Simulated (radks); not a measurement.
Fe4+, configuration [Ar] 3d4. Method: scalar-relativistic Kohn-Sham, PBE, spin-polarised, spherical densities, point nucleus; open shells are filled with parallel spins first; computed with a radial shooting solver on a logarithmic mesh with Libxc functionals.

Normalised radial functions P(r) = r R(r), r in bohr:

r	3s up	3s down	3d up
0.004449	0.1273	0.1264	0.0000
0.005656	0.1560	0.1548	0.0000
0.007132	0.1881	0.1867	0.0001
0.009067	0.2256	0.2239	0.0001
0.01153	0.2663	0.2644	0.0003
0.01454	0.3065	0.3043	0.0005
0.01848	0.3449	0.3424	0.0010
0.02349	0.3733	0.3706	0.0019
0.02963	0.3825	0.3797	0.0037
0.03766	0.3609	0.3582	0.0070
0.04788	0.2941	0.2919	0.0132
0.06038	0.1755	0.1741	0.0240
0.07676	-0.0064	-0.0066	0.0434
0.09758	-0.2347	-0.2332	0.0762
0.1231	-0.4619	-0.4587	0.1272
0.1564	-0.6357	-0.6310	0.2075
0.1989	-0.6606	-0.6550	0.3224
0.2508	-0.4745	-0.4692	0.4677
0.3188	-0.0568	-0.0533	0.6443
0.4053	0.4955	0.4953	0.8238
0.5152	0.9961	0.9922	0.9691
0.6498	1.2454	1.2416	1.0343
0.826	1.1769	1.1758	0.9950
1.05	0.8611	0.8635	0.8506
1.324	0.4963	0.5018	0.6438
1.684	0.2102	0.2164	0.4128
2.14	0.0630	0.0663	0.2177
2.699	0.0131	0.0141	0.0920
3.431	0.0015	0.0017	0.0270

3s up: eigenvalue -154.47 eV, 2 radial nodes at r = 0.0762, 0.327 bohr, <r> = 0.794 bohr, 90 % of the charge inside 1.18 bohr. 3s down: eigenvalue -149.19 eV, 2 radial nodes at r = 0.0762, 0.327 bohr, <r> = 0.797 bohr, 90 % of the charge inside 1.19 bohr. 3d up: eigenvalue -65.321 eV, 0 radial nodes, <r> = 0.913 bohr, 90 % of the charge inside 1.50 bohr.
